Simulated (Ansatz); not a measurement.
Ansatz (a first-principles code) input:
A basis named .json is the Basis Set Exchange file of that set.

Ansatz 0.2 input:
```yaml
crystal:
  periodic: [false, false, false]
  atoms:
    - {symbol: Si, position_ang: [-1.09196161, -0.41577761, 0.17444630]}
    - {symbol: S, position_ang: [1.02738743, 0.42233449, -0.26092314]}
    - {symbol: H, position_ang: [-1.02486916, -0.84467181, 1.57607692]}
    - {symbol: H, position_ang: [-1.88919264, 0.78418361, -0.10411425]}
    - {symbol: H, position_ang: [-1.14302774, -1.48132274, -0.83306849]}
    - {symbol: H, position_ang: [1.74924731, -0.59625727, 0.25757221]}
    - {symbol: H, position_ang: [1.15710591, 1.20160281, 0.83605558]}
basis:
  gaussian:
    orbitals: cc-pwCVTZ.json
total_charge: 1
magnetization: {spin_polarized: false}
correlation: {method: ccsd_t, electrons: outside_noble_gas}
```

Question: What final total energy does it print?

Answer: -689.52028 Eh (CCSD(T)/cc-pwCVTZ). The run takes very roughly 25 core-seconds.

It need not be the lowest isomer of its formula.
